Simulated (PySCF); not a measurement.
PySCF input (M06-L/def2-TZVPD):

```python
from pyscf import gto, scf, dft

mol = gto.M(
    atom='''
    As    0.00033660    0.00016035    0.07075368
    H    -0.77588161   -1.00630342   -0.77234040
    H    -0.48756954    1.16924784   -0.77864239
    H     1.25234329   -0.16823587   -0.78388871
    ''',
    basis='def2-tzvpd',
    charge=0,
    spin=0,
    verbose=4,
)

mf = dft.RKS(mol, xc='m06l').density_fit(auxbasis='def2-universal-jkfit')
mf.grids.level = 4
mf.conv_tol = 1e-9
mf.max_cycle = 100
mf.max_memory = 1500
mf.kernel()
if not mf.converged:
    mf = mf.newton()
    mf.kernel(mf.make_rdm1())
mf.analyze()
```

End of the output:

```
Extra cycle  E= -2237.60252720192  delta_E= 5.91e-12  |g|= 2.12e-06  |ddm|= 1.98e-05
converged SCF energy = -2237.60252720192
**** SCF Summaries ****
Total Energy =                       -2237.602527201921021
Nuclear Repulsion Energy =              35.071607878743883
One-electron Energy =                -3186.549624103083261
Two-electron Energy =                  913.875489022417923
Two-electron Coulomb Energy =          998.016465370453830
DFT Exchange-Correlation Energy =      -84.140976348035963
HOMO-LUMO gap [eV] =                     6.906817089014847
**** MO energy ****
MO #1   energy= -425.150649522074  occ= 2
MO #2   energy= -53.7094256692553  occ= 2
MO #3   energy= -47.893079351144   occ= 2
MO #4   energy= -47.8930793085516  occ= 2
MO #5   energy= -47.8914767732096  occ= 2
MO #6   energy= -6.98595867061902  occ= 2
MO #7   energy= -4.99270844639064  occ= 2
MO #8   energy= -4.99270826137336  occ= 2
MO #9   energy= -4.98717462955032  occ= 2
MO #10  energy= -1.54491892815209  occ= 2
MO #11  energy= -1.54491886812122  occ= 2
MO #12  energy= -1.54087811492385  occ= 2
MO #13  energy= -1.54087793510134  occ= 2
MO #14  energy= -1.53897394318836  occ= 2
MO #15  energy= -0.593812508913654 occ= 2
MO #16  energy= -0.339012473922898 occ= 2
MO #17  energy= -0.339009336802471 occ= 2
MO #18  energy= -0.249023083522435 occ= 2
MO #19  energy= 0.00479776499804988 occ= 0
MO #20  energy= 0.00479944402896887 occ= 0
MO #21  energy= 0.0131201320880114 occ= 0
MO #22  energy= 0.104080844184403  occ= 0
MO #23  energy= 0.106522855439277  occ= 0
MO #24  energy= 0.106523301232473  occ= 0
MO #25  energy= 0.125348818340505  occ= 0
MO #26  energy= 0.125349439465239  occ= 0
MO #27  energy= 0.140274206744261  occ= 0
MO #28  energy= 0.174150440075572  occ= 0
MO #29  energy= 0.180240504529675  occ= 0
MO #30  energy= 0.180240983400607  occ= 0
MO #31  energy= 0.245869551570981  occ= 0
MO #32  energy= 0.245870205550685  occ= 0
MO #33  energy= 0.249087194032877  occ= 0
MO #34  energy= 0.260168081994682  occ= 0
MO #35  energy= 0.260168993410461  occ= 0
MO #36  energy= 0.265519160013815  occ= 0
MO #37  energy= 0.363669175561471  occ= 0
MO #38  energy= 0.363670687102491  occ= 0
MO #39  energy= 0.366185862132855  occ= 0
MO #40  energy= 0.451750726923158  occ= 0
MO #41  energy= 0.451752937244241  occ= 0
MO #42  energy= 0.509495915518927  occ= 0
MO #43  energy= 0.53947003737906   occ= 0
MO #44  energy= 0.617843990257779  occ= 0
MO #45  energy= 0.617847479206075  occ= 0
MO #46  energy= 0.638564989800115  occ= 0
MO #47  energy= 0.638566505197176  occ= 0
MO #48  energy= 0.875106453136049  occ= 0
MO #49  energy= 1.15299223260874   occ= 0
MO #50  energy= 1.15300376408558   occ= 0
MO #51  energy= 1.15962558691524   occ= 0
MO #52  energy= 1.19755474120049   occ= 0
MO #53  energy= 1.22147051334896   occ= 0
MO #54  energy= 1.22624648240953   occ= 0
MO #55  energy= 1.22626590768793   occ= 0
MO #56  energy= 1.26525399978837   occ= 0
MO #57  energy= 1.26526171103534   occ= 0
MO #58  energy= 1.33944936726169   occ= 0
MO #59  energy= 1.4186159875032    occ= 0
MO #60  energy= 1.41864043337594   occ= 0
MO #61  energy= 1.83062908603428   occ= 0
MO #62  energy= 1.83064143063433   occ= 0
MO #63  energy= 1.85991948463751   occ= 0
MO #64  energy= 1.9999608212204    occ= 0
MO #65  energy= 2.12216264378189   occ= 0
MO #66  energy= 2.12222137794984   occ= 0
MO #67  energy= 2.33295077928844   occ= 0
MO #68  energy= 2.40270226730152   occ= 0
MO #69  energy= 2.40270884979005   occ= 0
MO #70  energy= 2.62907661940346   occ= 0
MO #71  energy= 2.72422804564862   occ= 0
MO #72  energy= 2.724243618634     occ= 0
MO #73  energy= 2.98463707323238   occ= 0
MO #74  energy= 3.09083045013985   occ= 0
MO #75  energy= 3.09084806146215   occ= 0
MO #76  energy= 3.27933708828459   occ= 0
MO #77  energy= 3.27934105299959   occ= 0
MO #78  energy= 3.29110386927337   occ= 0
MO #79  energy= 3.69521752579741   occ= 0
MO #80  energy= 3.69522858631816   occ= 0
MO #81  energy= 6.22207198170518   occ= 0
 ** Mulliken pop on meta-lowdin orthogonal AOs  **
 ** Mulliken pop  **
pop of  0 As 1s           1.99997
pop of  0 As 2s           1.99970
pop of  0 As 3s           1.99913
pop of  0 As 4s           1.61675
pop of  0 As 5s           0.00320
pop of  0 As 6s           0.00152
pop of  0 As 7s           0.00050
pop of  0 As 2px          1.99997
pop of  0 As 2py          1.99997
pop of  0 As 2pz          1.99997
pop of  0 As 3px          1.99989
pop of  0 As 3py          1.99989
pop of  0 As 3pz          1.99991
pop of  0 As 4px          0.91393
pop of  0 As 4py          0.91392
pop of  0 As 4pz          1.43966
pop of  0 As 5px          0.00943
pop of  0 As 5py          0.00943
pop of  0 As 5pz          0.00211
pop of  0 As 6px          0.00278
pop of  0 As 6py          0.00278
pop of  0 As 6pz          0.00031
pop of  0 As 3dxy         1.99962
pop of  0 As 3dyz         1.99961
pop of  0 As 3dz^2        1.99972
pop of  0 As 3dxz         1.99960
pop of  0 As 3dx2-y2      1.99963
pop of  0 As 4dxy         0.00175
pop of  0 As 4dyz         0.00614
pop of  0 As 4dz^2        0.00141
pop of  0 As 4dxz         0.00618
pop of  0 As 4dx2-y2      0.00169
pop of  0 As 5dxy         0.00032
pop of  0 As 5dyz         0.00026
pop of  0 As 5dz^2        0.00012
pop of  0 As 5dxz         0.00027
pop of  0 As 5dx2-y2      0.00031
pop of  0 As 6dxy         0.00002
pop of  0 As 6dyz         0.00005
pop of  0 As 6dz^2        0.00004
pop of  0 As 6dxz         0.00005
pop of  0 As 6dx2-y2      0.00002
pop of  0 As 7dxy         0.00001
pop of  0 As 7dyz         0.00002
pop of  0 As 7dz^2        0.00002
pop of  0 As 7dxz         0.00002
pop of  0 As 7dx2-y2      0.00001
pop of  0 As 4f-3         0.00011
pop of  0 As 4f-2         0.00006
pop of  0 As 4f-1         0.00000
pop of  0 As 4f+0         0.00069
pop of  0 As 4f+1         0.00000
pop of  0 As 4f+2         0.00006
pop of  0 As 4f+3         0.00062
pop of  1 H 1s            1.01037
pop of  1 H 2s            0.00527
pop of  1 H 3s            0.00072
pop of  1 H 2px           0.00115
pop of  1 H 2py           0.00191
pop of  1 H 2pz           0.00119
pop of  1 H 3px           0.00060
pop of  1 H 3py           0.00043
pop of  1 H 3pz           0.00064
pop of  2 H 1s            1.01036
pop of  2 H 2s            0.00527
pop of  2 H 3s            0.00072
pop of  2 H 2px           0.00047
pop of  2 H 2py           0.00257
pop of  2 H 2pz           0.00121
pop of  2 H 3px           0.00076
pop of  2 H 3py           0.00028
pop of  2 H 3pz           0.00063
pop of  3 H 1s            1.01037
pop of  3 H 2s            0.00527
pop of  3 H 3s            0.00072
pop of  3 H 2px           0.00294
pop of  3 H 2py           0.00008
pop of  3 H 2pz           0.00123
pop of  3 H 3px           0.00019
pop of  3 H 3py           0.00084
pop of  3 H 3pz           0.00063
 ** Mulliken atomic charges  **
charge of    0As =      0.06684
charge of    1H =     -0.02228
charge of    2H =     -0.02228
charge of    3H =     -0.02228
Dipole moment(X, Y, Z, Debye): -0.00135, -0.00069, -0.27952
```
